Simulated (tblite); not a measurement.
Parent: `[CH2:1]=[CH:2][n:3]1[cH:4][c:5]([C:6]([CH3:7])=[O:8])[n:9][n:10]1` with C1–C2–N3–C4 180°, C4–C5–C6–C7 180°, C6H7N3O.

Structures optimised with GFN2-xTB, isolated species. One conformer each, not checked by frequencies here.

| coordinate of the parent | value |
| --- | --- |
| C1=C2 | 1.323 Å |
| C2–N3 | 1.392 Å |
| N3–C4 | 1.351 Å |
| C4–C5 | 1.385 Å |
| C5–C6 | 1.469 Å |
| C6–C7 | 1.501 Å |
| C6=O8 | 1.211 Å |
| C5–N9 | 1.360 Å |
| N9–N10 | 1.266 Å |
| N3–N10 | 1.343 Å |
| C1–C2–N3 | 122.6° |
| C2–N3–C4 | 127.8° |
| C2–N3–N10 | 122.8° |
| C4–N3–N10 | 109.4° |
| N3–C4–C5 | 104.6° |
| C4–C5–C6 | 129.0° |
| C4–C5–N9 | 107.1° |
| C6–C5–N9 | 123.8° |
| C5–C6–C7 | 114.3° |
| C5–C6–O8 | 121.5° |
| C7–C6–O8 | 124.2° |
| C5–N9–N10 | 109.7° |
| N3–N10–N9 | 109.2° |

**Question.** How does the shared frame change in `[CH3:1][CH2:2][n:3]1[cH:4][c:5]([C:6]([CH3:7])=[O:8])[n:9][n:10]1` with C1–C2–N3–C4 78°, C4–C5–C6–C7 178°, C6H9N3O? Atoms pair as C1 = C1, C2 = C2, N3 = N3, C4 = C4, C5 = C5, C6 = C6, C7 = C7, O8 = O8, N9 = N9, N10 = N10 (parent first).

**Answer.** 
```csv
parent,relative,value in the relative,change
C1=C2,C1–C2,1.526 Å,+0.203
C2–N3,C2–N3,1.438 Å,+0.046
N3–C4,N3–C4,1.344 Å,-0.007
C4–C5,C4–C5,1.388 Å,+0.003
C5–C6,C5–C6,1.468 Å,-0.001
C6–C7,C6–C7,1.502 Å,+0.001
C6=O8,C6=O8,1.211 Å,0.000
C5–N9,C5–N9,1.357 Å,-0.003
N9–N10,N9–N10,1.271 Å,+0.005
N3–N10,N3–N10,1.334 Å,-0.009
C1–C2–N3,C1–C2–N3,111.4°,-11.2
C2–N3–C4,C2–N3–C4,128.9°,+1.1
C2–N3–N10,C2–N3–N10,121.3°,-1.5
C4–N3–N10,C4–N3–N10,109.8°,+0.4
N3–C4–C5,N3–C4–C5,104.5°,-0.1
C4–C5–C6,C4–C5–C6,129.1°,+0.1
C4–C5–N9,C4–C5–N9,107.1°,0.0
C6–C5–N9,C6–C5–N9,123.8°,0.0
C5–C6–C7,C5–C6–C7,114.3°,0.0
C5–C6–O8,C5–C6–O8,121.6°,+0.1
C7–C6–O8,C7–C6–O8,124.1°,-0.1
C5–N9–N10,C5–N9–N10,109.4°,-0.3
N3–N10–N9,N3–N10–N9,109.2°,0.0
```

Of the parent's bonds, C1–C2 changes most (+0.203 Å). Point group Cs → C1.

All values are computed, not measured.
